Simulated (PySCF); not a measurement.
Species: C6H4O2.
SMILES with atom numbers: `[O:1]=[C:2]=[CH:3][c:4]1[cH:5][cH:6][cH:7][o:8]1`

Structure used (GFN2-xTB), in Å, numbered top down from 1:
```xyz
12
C6H4O2 angstrom
O      3.2073    1.3629   -1.2292
C      2.5039    0.7810   -0.5134
C      1.7298    0.1231    0.3010
C      0.3017   -0.0253    0.1255
C     -0.6171   -0.6855    0.8971
C     -1.8663   -0.5054    0.2565
C     -1.6189    0.2448   -0.8491
O     -0.3069    0.5425   -0.9393
H      2.1640   -0.3459    1.1679
H     -0.4252   -1.2279    1.7994
H     -2.8133   -0.8856    0.5802
H     -2.2577    0.6206   -1.6226
```

Probes without a nucleus sit at each ring's centroid and 1 Å off its mean plane on both sides; NICS is minus the shielding there, NICSzz its component along the normal. Level: GIAO PBE0/pcSseg-1 (PySCF, non-relativistic, gas phase) on the GFN2-xTB geometry, one conformer.

Ring bond lengths (Å), with Mayer bond orders in brackets: C4–C5 1.369 (1.50), C5–C6 1.415 (1.27), C6–C7 1.359 (1.62), C7–O8 1.348 (1.07), O8–C4 1.351 (1.07).

Problem. Give the NICS values of each ring in ppm.

Solution. 
| ring | type | NICS(0) | NICS(1), two faces | NICS(1)zz, two faces | rms pucker (Å) | centre to ring atoms, mean (Å) |
| --- | --- | --- | --- | --- | --- | --- |
| C4–C5–C6–C7–O8 | 5-membered ring with O; formal bonds all aromatic | -10.9 | -9.3 / -9.3 | -24.2 / -24.2 | 0.00 | 1.16 |

Problem. What can be read from them?

Solution. 
- C4–C5–C6–C7–O8: mean NICS(1)zz -24.2 ppm, shielded. The ring is flat and has no four-coordinate atom; by the NICS criterion it is aromatic.

Problem. How equal are the bonds by HOMA? HOMA = 1 − mean of α(R − Ropt)² over the ring bonds, with Krygowski's 1993 parameters (CC: Ropt 1.388 Å, α 257.7 Å⁻²; CO: Ropt 1.265 Å, α 157.38 Å⁻²).

Solution. 
- C4–C5–C6–C7–O8: HOMA 0.45; the largest term is that of O8–C4, α(R − Ropt)² = 1.18.

Problem. At the first NICS(1) probe listed for ring C4–C5–C6–C7–O8, 1 Å off the ring, what do the in-plane components average?

Solution. The isotropic value is a third of the trace: (3 × -9.3 − (-24.2))/2 = -1.9 ppm.
